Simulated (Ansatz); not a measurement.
A made-up structure of CH3ISi, singlet:

```xyz
6
angstrom
C -0.3105 0.6229 -0.9147
Si 0.1530 -0.2201 0.7201
I 1.0310 -2.7600 0.8981
H -0.6991 1.7740 -0.9109
H -0.2423 0.0730 -1.9927
H 0.0678 0.5101 2.2001
```

It is relaxed with PBE-D4/def2-SVP and then PBE0-D4/def2-TZVP (Ansatz 0.2.0). Atoms count as bonded within 1.22 times the sum of their covalent radii (H–H: 0.88 Å). The end point is not checked to be a true minimum.

Q: Does its bonding change? (A judgement: the text doesn't fix the answer.)

A: By the calculation: No: no bond forms or breaks.

Where it ends: The first stage lowers the energy by 1.23 eV in 5 steps. It ends as CH₃ISi ([CH2][SiH][I]):
```
6
angstrom
C -0.2771 0.5563 -0.8166
Si 0.1365 -0.1966 0.6430
I 0.9206 -2.4644 0.8015
H -0.6241 1.5841 -0.8131
H -0.2166 0.0655 -1.7793
H 0.0607 0.4551 1.9645
```

Labels in which every atom is bracketed show which atoms are joined, not bond orders.

For scale, one of the runs: PBE0-D4/def2-TZVP relaxation, 136 basis functions, launched by `ansatz run in.yaml --threads 2 --pin off --events-out ev --progress --plain --max-ram 4352MiB`. Hardware: 2 CPU threads of an Intel Xeon Platinum 8259CL, shared host. Wall time about 19 s.
